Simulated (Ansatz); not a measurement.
`C=[CH][AlH][OH]`, charge 0, multiplicity 1.

(1) Give a relaxed structure at PBE0-D4/def2-TZVP (Ansatz). (Best estimate.)

Results:

(1) The calculation gave: 
Cartesian coordinates in Å:
```
C 0.5668 0.7651 -1.3395
C -0.3452 -0.1452 -0.9886
Al -0.5587 -0.6720 0.8590
O 0.4865 0.1047 1.9512
H 0.7133 1.0844 -2.3701
H 1.2143 1.2369 -0.6043
H -0.9532 -0.5682 -1.7887
H -1.6053 -1.7384 1.3902
H 0.4815 -0.0673 2.8907
```
Point group Cs.
This is one stationary point; other conformers may exist.
